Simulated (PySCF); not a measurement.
A structure optimised at PBE-D3(BJ)/def2-SVP, used in a PySCF frequency run:

```
C
C 1 1.3641
Cl 1 1.7228 2 121.81
Cl 2 1.7246 1 122.66 3 180.00
Cl 2 1.7271 1 121.61 3 0.00
Br 1 1.8858 2 122.01 4 0.00
```

Q: Write its SMILES, formula and point group.

A: ClC(Cl)=C(Cl)Br, C₂BrCl₃, Cs

Q: What are its rotational constants (standard atomic weights)?

A: 1.5252, 0.91331, 0.57124 GHz
